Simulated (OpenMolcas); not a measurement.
**Br V: the spin-orbit constant, worked from levels**

```
Program             : OpenMolcas
Basis               : ANO-R3 [7s6p5d4f2g]
Scalar Hamiltonian  : X2C, finite nucleus
Active space        : 3 electrons in 4 orbitals (4s 4p)
State averaging     : 2S+1 = 4 odd, 1 root; 2S+1 = 2 odd, 11 roots; 2S+1 = 4 even, 3 roots; 2S+1 = 2 even, 9 roots
Spin-orbit coupling : state interaction with AMFI integrals over the reference wave functions, term energies averaged over their components
```

Methods: CASSCF; MS-CASPT2, IPEA 0.25 Eh, imaginary shift 0.1 Eh (closed shells correlated: 3d). Measured levels: Moore, Atomic Energy Levels, vol. II, NSRDS-NBS 35 (1971 reprint of NBS Circular 467, 1952).

**The spin-orbit constant.** For the Hund term ²P° of p1, E(J) = (A/2) J(J+1) + constant and ζ = 2S·A = A. From J = 1/2 to J = 3/2 the energy changes by 1.5 A.

```json
{"Source": "CASSCF", "E(3/2) - E(1/2)": "5394.6", "A": "3596.4", "ζ": "3596"}
{"Source": "MS-CASPT2", "E(3/2) - E(1/2)": "5431.7", "A": "3621.1", "ζ": "3621"}
{"Source": "measured", "E(3/2) - E(1/2)": "6090.0", "A": "4060.0", "ζ": "4060"}
```

All in cm-1. MS-CASPT2 is off by -10.8 % and CASSCF by -11.4 %. Both methods take the spin-orbit matrix elements from the reference wave functions, so the second can move ζ only through the term energies and any multistate remixing.

Over all roots computed the reference weight is 0.88 to 0.97 in MS-CASPT2; the roots of lowest weight are the least certain, and an intruder state may touch them. Computed and measured levels are paired by configuration, term and J; levels that our copy of the source lacks, or whose pairing is in doubt (as where it misses far off the trend of its configuration), stay unpaired and out of the deviations. Levels of configurations outside the active space are missing.

° marks odd parity.
